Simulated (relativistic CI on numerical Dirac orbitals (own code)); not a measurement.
# V³⁺ in a cubic cluster: L2,3 absorption with charge transfer

Computed with a charge-transfer multiplet model of a cubic metal-ligand cluster with up to one ligand hole, Slater and spin-orbit integrals from Dirac-Coulomb-Breit ions, Slater integrals scaled by 0.8. The ground state mixes d2 with configurations of k ligand holes L, whose averages lie at kΔ + k(k − 1)U_dd/2; a core hole lowers each added d electron by U_cd. 300 K, Lorentzian 0.4 eV and Gaussian 0.3 eV FWHM.

Atomic integrals in eV (Slater integrals scaled, ζ unscaled), ground: F2dd 8.057, F4dd 5.049, zeta_d 0.024; with the core hole: F2dd 8.721, F4dd 5.468, zeta_d 0.036, zeta_core 4.610, F2cd 4.876, G1cd 3.590, G3cd 2.038.

Cluster parameters (eV): Δ = 4.6, U_dd = 6.2, U_cd = 6.8, 10Dq = 1.4, 10Dq(ligand) = 0.3, final-state hopping factor = 1.

| Case | n_d | d2 | d3L | S |
| --- | --- | --- | --- | --- |
| V(eg) = 1.55 eV, V(t2g) = -0.75 eV | 2.21 | 0.79 | 0.21 | 1.00 |
| V(eg) = 1.85 eV, V(t2g) = -0.89 eV | 2.25 | 0.75 | 0.25 | 1.00 |
| V(eg) = 2.15 eV, V(t2g) = -1.04 eV | 2.27 | 0.73 | 0.27 | 1.00 |

Weights, n_d and S are thermal averages at 300 K. Photon energies count from the first peak over 30 % of the highest in each spectrum, which can be another peak from case to case. The parameters are a model scan and need not match a compound or its usual spin state. Peaks in eV (height, largest 100):
- V(eg) = 1.55 eV, V(t2g) = -0.75 eV: -3.5 (8), -1.5 (29), 0.0 (100), 3.1 (28), 6.0 (53), 7.1 (57), 7.9 (51)
- V(eg) = 1.85 eV, V(t2g) = -0.89 eV: -4.0 (7), -3.6 (8), -1.5 (30), 0.0 (100), 3.1 (27), 6.0 (55), 7.2 (57)
- V(eg) = 2.15 eV, V(t2g) = -1.04 eV: -2.6 (7), -2.1 (8), 0.0 (31), 1.4 (100), 4.5 (29), 7.4 (57), 8.7 (56)

For the case V(eg) = 2.15 eV, V(t2g) = -1.04 eV, Δ = 4.6 eV is smaller than U_dd = 6.2 eV, the charge-transfer side of the Zaanen-Sawatzky-Allen scheme. With the core hole the configuration with one ligand hole lies at Δ + U_dd − U_cd = 4.0 eV above the one without, against Δ in the ground state. The added d electron screens the hole, so the order of the configurations is kept and charge-transfer satellites are weaker than in photoemission.

With at most 1 ligand hole the space is cut while the next configuration still counts, so covalency is underestimated, and a final configuration with one more ligand hole, which can lie low, is missing from the spectra.
